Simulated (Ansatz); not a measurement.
Reaction (ligand exchange at a Ge–N bond): `C[SiH2][NH][GeH3]` + `CC(O)=S` → `CC(=S)[O][GeH3]` + `C[SiH2]N`

Isolated molecules relaxed with PBE0-D4/def2-TZVP in Ansatz; ΔE leaves out vibrations. CBS: MP2 limit from def2 TZ/QZ plus the TZ coupled-cluster correction, frozen cores. For Ge outer-core shells are correlated without core-valence functions, which leaves a few kJ/mol of doubt a bond. Scalar relativity is left out up to krypton. Each species was taken in one conformer, which may not be the lowest.

`C[SiH2][NH][GeH3]`:

Z-matrix (Å, degrees):
```
C
Si 1 1.866
H 1 1.093 2 110.6
H 1 1.092 2 111.0 3 120.5
H 1 1.094 2 110.9 3 -119.3
N 2 1.722 1 111.7 3 180.0
H 2 1.495 1 107.8 3 55.6
H 2 1.489 1 111.1 3 -62.1
Ge 6 1.837 2 127.3 1 139.4
H 6 1.010 2 117.1 1 -56.5
H 9 1.539 6 108.1 2 -151.8
H 9 1.543 6 112.0 2 88.4
H 9 1.534 6 107.1 2 -31.9
```

`CC(O)=S`:

```xyz
8

C     0.259    0.892    0.300
C    -0.178   -0.509    0.057
O    -0.111   -0.816   -1.237
S    -0.680   -1.567    1.187
H    -0.369    1.574   -0.279
H     1.285    1.020   -0.058
H     0.201    1.139    1.356
H    -0.406   -1.734   -1.327
```

`CC(=S)[O][GeH3]`:

Cartesian coordinates in Å:
```
C -1.366 -0.134 -0.353
C -0.267 0.479 -1.165
S -0.495 1.111 -2.646
O 0.938 0.488 -0.611
Ge 1.423 -0.158 1.012
H -1.131 -1.179 -0.125
H -1.475 0.396 0.599
H -2.308 -0.092 -0.891
H 2.916 0.156 1.044
H 1.131 -1.663 1.045
H 0.634 0.595 2.091
```

`C[SiH2]N`:

Cartesian coordinates in Å:
```
C 0.818 -1.020 0.498
Si -0.055 0.623 0.297
N -1.114 0.766 -1.052
H 1.464 -1.006 1.380
H 1.441 -1.245 -0.372
H 0.100 -1.836 0.619
H 0.976 1.687 0.152
H -0.871 0.873 1.517
H -0.750 0.855 -1.985
H -2.009 0.303 -1.054
```

```tsv
species	CCSD/CBS(def2) energy (Eh)
`C[SiH2][NH][GeH3]`	-2463.36860
`CC(O)=S`	-551.41982
`CC(=S)[O][GeH3]`	-2628.72050
`C[SiH2]N`	-386.06247
```

Question: Work out ΔE.

Answer: ΔE = (-2628.72050) + (-386.06247) − (-2463.36860) − (-551.41982) = 0.00545 Eh = +0.15 eV. CCSD(T)/CBS gives +0.14 eV.

Question: What do rigid-rotor, harmonic-oscillator terms from PBE0-D4/def2-TZVP frequencies (298.15 K, 1 bar) make of the CCSD(T)/CBS value? (Estimate.)

Answer: Computed: ΔZPE = -0.03 eV, ΔH = +0.12 eV, ΔS = -8 J/(mol·K), ΔG = +0.14 eV. Modes under 50 cm⁻¹ make the entropy rough.

Largest T1 diagnostic among the species: 0.017.

From BLYP to BHLYP (50 % exact exchange), in def2-TZVPP and without D4, ΔE moves by +0.04 eV. Leaving LDA and LC-ωPBE aside and taking each functional with its dispersion term where it has one, the values, not all of them listed here, spread over 0.11 eV, from BLYP-D4 to PBE-QIDH. At CCSD(T), def2-SVP lies +0.10 eV from the extrapolated value and def2-TZVPP +0.02 eV.
